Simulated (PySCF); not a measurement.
All numbers come from PySCF, PBE, basis Ir def2-SVP with ECP60, Se def2-SVP (scalar-relativistic core potentials, no spin–orbit coupling, density fitting). Open shells, if any, are unrestricted.

Task: What spin state, shape and geometry does isolated IrSe2 take (every ligand bound to Ir)?

Result: Formally Ir is in oxidation state +4, d5, with 1 unpaired electron (the high-spin count would be 5). The Mulliken spin on Ir is 0.60. The polar-tensor charge on Ir, 0.40, is far below the formal one. The lowest minimum found is a doublet of C2v symmetry with Ir–Se 2.211 Å (×2); Se–Ir–Se 126.5°. Its harmonic wavenumbers are 75 (a1), 322 (a1), 350 (b2) cm⁻¹ and its dipole moment is 0.02 D.

This need not be the most stable arrangement of these atoms. Other spin states or occupations of the open shell can lie lower. Spin–orbit coupling, left out here, can matter for elements this heavy.
